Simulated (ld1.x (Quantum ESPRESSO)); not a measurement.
**Which change was made? (Ne, RRKJ)**

neon, norm-conserving RRKJ (Kleinman–Bylander form), made with ld1.x (Quantum ESPRESSO) 7.5 (LDA (PZ), non-relativistic). Core none, reference 1s2 2s2 2p6. Waves: 2p (bound): rc 1.05 bohr; 3d channel at 0.3 Ry: rc 1.10 bohr; 1s (bound): rc 0.30 bohr. Local part: the s channel. Core correction: none. rho0 = 0.02.

Occupied shells without a wave of their own: 2s. They enter only through the test configuration that unscreens the potential.

Cutoffs, loose and tight: the cutoffs (Ry, on a coarse ladder) from which the occupation-weighted sum of valence levels, in a spherical-Bessel basis at the reference potential, stays within 10 and 1 mRy of its value at 400 Ry. They do not see the model core or the augmentation charge, which bear on the density cutoff. Test errors are all-electron minus pseudo excitation energies from the reference, over the configurations 1s2 2s2 2p5; 1s2 2s2 2p4; 1s2 2s2 2p3; 1s2 2s1 2p6; 1s2 2s2 2p5.5; 1s2 2s2 2p2; 1s1 2s2 2p6 (two spin-polarised tests are not counted in the largest error); variants that change the core or the reference have their own tests.

The base gives: outcome: generated, misses its reference levels by 2.71 eV; bound ghosts: not determined; largest test error (meV): +2907.

Problem. After one change the result is: outcome: generated, misses its reference levels by 2.82 eV; bound ghosts: not determined; largest test error (meV): +3024. Which change was it?
A. core [He], valence charge 8; reference 2s2 2p6; waves now 2p (bound): rc 0.95 bohr; 3d channel at 0.3 Ry: rc 0.75 bohr; 2s (bound): rc 0.65 bohr; core correction Bessel-smoothed model core, default radius (core density twice the valence density)
B. type TM; local potential all-electron potential smoothed inside 0.70 bohr (lloc = -1); rho0 0
C. scalar-relativistic
D. wave 1s (bound): rc 0.30 bohr becomes 1s (bound): rc 0.44 bohr

Solution. C. The others give: type TM; local potential all-electron potential smoothed inside 0.70 bohr (lloc = -1); rho0 0 → outcome: failed: run_pseudo: Errors in PS-KS equation | wave 1s (bound): rc 0.30 bohr becomes 1s (bound): rc 0.44 bohr → outcome: generated, misses its reference levels by 10.39 eV; bound ghosts: not determined; largest test error (meV): +11290 | core [He], valence charge 8; reference 2s2 2p6; waves now 2p (bound): rc 0.95 bohr; 3d channel at 0.3 Ry: rc 0.75 bohr; 2s (bound): rc 0.65 bohr; core correction Bessel-smoothed model core, default radius (core density twice the valence density) → outcome: generated; cutoff, loose: 200 Ry; cutoff, tight: 300 Ry; bound ghosts: none; largest test error (meV): +676.
